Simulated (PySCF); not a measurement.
```xyz
4

Cl     1.8153    -0.9489     0.0558
Ga    -0.0011     0.1881    -0.0071
Cl    -1.8039    -0.9718     0.0167
H     -0.0103     1.7326    -0.0654
```

Charge 0, multiplicity 1.

Task: Give the Mulliken and meta-Löwdin atomic charges from TPSSh-D3(BJ)/def2-TZVP // B3LYP-D3(BJ)/def2-TZVP (PySCF).

Result: 
```csv
atom,Mulliken (e),meta-Löwdin (e)
Cl1,-0.27,-0.27
Ga2,0.56,0.60
Cl3,-0.27,-0.27
H4,-0.03,-0.06
```
